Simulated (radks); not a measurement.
The numbers below are computed, except where a source is named.
Spherical jellium clusters: N electrons in a uniform positive sphere of charge N and radius rs N^(1/3), rs = 2.97 bohr. Level of theory: non-relativistic Kohn-Sham, LDA (Slater exchange, Perdew-Wang correlation), spin-polarised, spherical densities (a radial shooting solver with Libxc functionals). Levels are named by radial order and angular momentum (1s, 1p, 1d, 2s, ...), and open shells are averaged over m.

N = 20, configuration 1s2 1p6 1d10 2s2. This is the lowest configuration that the search found. Occupied and some empty levels:

| level | occupation | eigenvalue (eV) | <r> (bohr) |
|---|---|---|---|
| 1s | 2 | -7.2234 | 5.069 |
| 1p | 6 | -5.8521 | 6.032 |
| 1d | 10 | -4.1406 | 6.798 |
| 2s | 2 | -3.3686 | 6.011 |
| 1f | 0 | -2.2114 | 7.595 |
| 2p | 0 | -1.5357 | 8.047 |
| 1g | 0 | -0.22330 | 8.845 |

Energy (eV): total -32.7929, kinetic 56.870, external -1580.4, Hartree 772.84, exchange-correlation -92.139, background 810.08. Static polarisability (adiabatic kernel): 801.1 bohr^3, against R^3 = 524.0 for a classical metal sphere.

Electron density:

| r (bohr) | n(r) (e/bohr^3) |
|---|---|
| 0.265 | 0.01210 |
| 1.26 | 0.01109 |
| 2.27 | 0.009636 |
| 3.27 | 0.008969 |
| 4.26 | 0.009388 |
| 5.26 | 0.009752 |
| 6.26 | 0.008540 |
| 7.26 | 0.005677 |
| 8.26 | 0.002788 |
| 9.26 | 0.001104 |
| 10.3 | 0.0003914 |
| 11.3 | 0.0001296 |
| 12.3 | 0.00004145 |
| 13.3 | 0.00001300 |
